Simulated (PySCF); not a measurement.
SnOCl, SMILES [Cl][Sn]=[O], multiplicity 2. Geometry: B3LYP-D3(BJ)/def2-TZVP. The def2 effective core potentials stand for the cores of Sn; spin–orbit coupling is left out.

Method: B3LYP-D3(BJ)/def2-TZVP run with PySCF 2.14.0.

Harmonic wavenumbers (cm⁻¹): 103, 334, 530. Rotational constants (GHz): 9.594, 3.008, 2.290; symmetry number 1.

Task: Work out the zero-point energy and the ideal-gas rigid-rotor harmonic-oscillator thermochemistry at 298.15 K and 1 atm.

Result: ZPE = ½ Σ hcν = ½ × 967 cm⁻¹ = 1.38 kcal/mol. H − E(el) = 4.57 kcal/mol. Entropy in cal/(mol K): translation 41.30, rotation 25.99, vibration 5.22, spin 1.38, total 73.89. G − E(el) = -17.46 kcal/mol. Cp = 12.69 cal/(mol K). Modes under 150 cm⁻¹ make the vibrational entropy uncertain.
